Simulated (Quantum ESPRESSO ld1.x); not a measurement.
Task: Coherent X-ray form factor from a spherical all-electron density. Calculated with ld1.x of Quantum ESPRESSO 7.5: scalar-relativistic Kohn-Sham, LDA (Slater exchange, Perdew-Zunger correlation), spin-polarised, spherical densities, point nucleus.

sin(theta)/lambda (1/angstrom),f0 (electrons)
0.05,24.554
0.1,23.372
0.15,21.780
0.2,20.057
0.25,18.351
0.3,16.727
0.4,13.838
0.5,11.519
0.6,9.782
0.8,7.664
1,6.543
1.25,5.579
1.5,4.706
2,3.185

The species is in the configuration that NIST lists as its ground one. Which atom or ion scatters so?

Result: The iron ion Fe+, [Ar] 3d6 4s1. Extrapolating in s^2 from the first two rows gives f0(0) = 24.9, near the electron count 25; among species with that count, the fall with angle is slower the higher Z, and the table is that of Z = 26; from so few rows the species is fixed only to a neighbour or two.
